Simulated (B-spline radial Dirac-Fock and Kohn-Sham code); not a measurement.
## Photoionisation of germanium ions at Mo Kα (17479.3 eV)

Level of theory: Dirac-Hartree-Slater photoionisation with all multipoles and Dirac-Fock thresholds; a radial B-spline solver. Cross sections in kb; a dash marks an empty subshell or a threshold above the photon energy.

```
  ion      configuration  total    1s     3d3/2       4s     4p1/2     4p3/2
   Ge  [Ar] 3d10 4s2 4p2  7.280  6.40  0.000446  0.00667  0.000241  0.000419
 Ge⁴⁺          [Ar] 3d10  7.276  6.40  0.000457        –         –         –
 Ge⁵⁺           [Ar] 3d9  7.278  6.40  0.000444        –         –         –
Ge³⁰⁺                1s2  6.441  6.44         –        –         –         –
```

Values without a named source are computed, but for edge energies of neutral atoms, which are taken from tables.
